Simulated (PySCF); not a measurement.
VOF2, SMILES [O]=[V]([F])[F] (connectivity only; charge and spin as stated), neutral, multiplicity 2.

Geometry optimised at B3LYP-D3(BJ)/def2-SVP. The geometry has at least one imaginary mode, so it is a saddle point at that level. The spin state was assumed, not searched.

Computed with B3LYP/def2-TZVPD run with PySCF.

Gas-phase values at a fixed geometry.

Task: Estimate the frontier levels, dipole moment and polarisability. (The exact figures need the calculation; the answer reports its results.)

Result: 
```json
{
  "α spin, highest occupied and lowest empty level": "-8.17 and -4.16 eV",
  "β spin, highest occupied and lowest empty level": "-10.44 and -3.84 eV",
  "dipole_moment": "0.55 D",
  "quadrupole, principal values (traceless, Buckingham form, about the centre of nuclear charge)": "-4.88, -3.11, 8.00 D·Å",
  "mean_static_polarisability": "33.2 bohr³ (4.92 Å³)",
  "polarisability_principal_values": "26.1, 33.9, 39.5 bohr³",
  "⟨S²⟩": "0.758 (pure state 0.75)"
}
```
